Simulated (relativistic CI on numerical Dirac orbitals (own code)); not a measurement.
## Zn3+ (3d9) in a crystal field

Calculated by Dirac-Coulomb-Breit CI, orbitals from a KLI potential per configuration, a model potential for QED, valence Slater integrals scaled by 0.75, one configuration in a parametric crystal field (own radial code).

Field parameters in Wybourne normalisation: D3d B²₀ = −7Dσ, B⁴₀ = −14Dq − 21Dτ, B⁴₃ = −14√(10/7) Dq; D4h B²₀ = −7Ds, B⁴₀ = 21(Dq − Dt), B⁴₄ = 21√(5/14) Dq; Oh B⁴₀ = 21Dq, B⁴₄ = √(5/14) B⁴₀; Td as Oh with Dq negative (B⁴₀ = 21Dq, B⁴₄ = √(5/14) B⁴₀). The field is a parameter set, without covalency.

S is read from ⟨S²⟩ = S(S + 1).

Powder χT (cm³ K mol⁻¹) by Van Vleck's formula, with temperature-independent terms:

| Field | 2 K | 5 K | 10 K | 20 K | 50 K | 100 K | 200 K | 300 K |
| --- | --- | --- | --- | --- | --- | --- | --- | --- |
| D3d, 10Dq = 23300, Dσ = -190, Dτ = -230 cm⁻¹ | 0.181 | 0.213 | 0.265 | 0.347 | 0.428 | 0.449 | 0.458 | 0.463 |
| D4h, 10Dq = 13550, Ds = 320, Dt = -340 cm⁻¹ | 0.472 | 0.472 | 0.473 | 0.474 | 0.476 | 0.479 | 0.487 | 0.495 |
| D4h, 10Dq = 18850, Ds = 1180, Dt = -400 cm⁻¹ | 0.455 | 0.456 | 0.456 | 0.456 | 0.458 | 0.461 | 0.466 | 0.471 |
| Oh, 10Dq = 8650 cm⁻¹ | 0.564 | 0.565 | 0.565 | 0.566 | 0.57 | 0.576 | 0.587 | 0.599 |
| Oh, 10Dq = 17750 cm⁻¹ | 0.469 | 0.469 | 0.469 | 0.47 | 0.472 | 0.474 | 0.48 | 0.486 |
| Oh, 10Dq = 20550 cm⁻¹ | 0.456 | 0.456 | 0.456 | 0.457 | 0.458 | 0.461 | 0.466 | 0.471 |
| Td, 10Dq = -9000 cm⁻¹ | 0.377 | 0.38 | 0.385 | 0.395 | 0.424 | 0.472 | 0.568 | 0.662 |
| Td, 10Dq = -9100 cm⁻¹ | 0.377 | 0.38 | 0.385 | 0.395 | 0.423 | 0.471 | 0.567 | 0.661 |

(1) For D3d, 10Dq = 23300, Dσ = -190, Dτ = -230 cm⁻¹: what effective moment follows at 300 K?

## Answers

(1) μ_eff = √(8χT) = 1.92 μB. The ground level has S = 0.50; the spin-only moment for S = 1/2 is 1.73 μB. The difference comes from the orbital moment, spin-orbit mixing of terms and temperature-independent paramagnetism, all larger in this ionic model than in covalent complexes.
